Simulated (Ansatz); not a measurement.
Question: Name a neutral molecule of Br, C, O and H with HOMO–LUMO gap (B3LYP/def2-TZVPP) between 7.25 and 7.55 eV and LUMO energy (ωB97M-V/def2-TZVPP) between 1.95 and 2.25 eV (Ansatz, PBE0-D4/def2-TZVP geometry).

Answer: `OC(O)Br` (7.40 eV, 2.04 eV); `BrC1CO1` (7.47 eV, 2.05 eV). Other molecules can fit too; these were computed, each in one conformer that needn't be the lowest.

B3LYP here is the variant with VWN-RPA as its local correlation; programs differ in this.
